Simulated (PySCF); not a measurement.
Values are calculated unless marked as measured or tabulated.
# CH6AlO4Si

The system: CH6AlO4Si, a small molecule (built as: Si site whose three back bonds go to OH, H, OAl(OH)2; end group CH2); neutral, doublet. The structure, one conformer, was relaxed in the gas phase by PBE0-D3(BJ)/def2-SVP. No frequency run checks that it is a minimum.

SMILES: [CH2][SiH](O)[O][Al]([OH])[OH]

| atom | x (Å) | y (Å) | z (Å) |
| --- | --- | --- | --- |
| Si1 | 0.875 | 0.958 | -0.140 |
| O2 | 2.129 | 0.279 | -0.993 |
| O3 | 0.226 | -0.120 | 0.926 |
| Al4 | -0.988 | -1.315 | 1.021 |
| O5 | -2.168 | -1.480 | -0.183 |
| O6 | -1.061 | -2.369 | 2.341 |
| C7 | -0.366 | 1.445 | -1.418 |
| H8 | 1.351 | 2.122 | 0.662 |
| H9 | 2.915 | 0.050 | -0.489 |
| H10 | -2.183 | -0.924 | -0.964 |
| H11 | -0.445 | -2.343 | 3.073 |
| H12 | -0.179 | 1.324 | -2.491 |
| H13 | -1.315 | 1.932 | -1.165 |

EPR values by unrestricted B3LYP, IGLO-III on Al C O Si, pcH-1 on H.

Problem. Predict g and the largest hyperfine couplings. Where does the spin sit?

Solution. g = 2.0022, 2.0025, 2.0029. The spin sits on C7 (104 %, bonded to 1 Si + 2 H) by Mulliken populations.
```tsv
atom	isotope	isotropic (MHz)	dipolar, principal values (MHz)
C7	13C	71.9	-74.0, -73.9, 147.9
H12	1H	-57.7	-36.0, -0.7, 36.7
H13	1H	-57.3	-36.0, -0.8, 36.8
Si1	29Si	46.2	-2.6, 0.0, 2.6
H8	1H	27.4	-3.7, -1.8, 5.5
O3	17O	-8.5	-6.7, 3.3, 3.3
```

Problem. How do the isotropic couplings move with BHandHLYP?

Solution. C7 71.9 to 92.1 MHz, H12 -57.7 to -66.9 MHz, H13 -57.3 to -66.0 MHz, Si1 46.2 to 55.2 MHz.
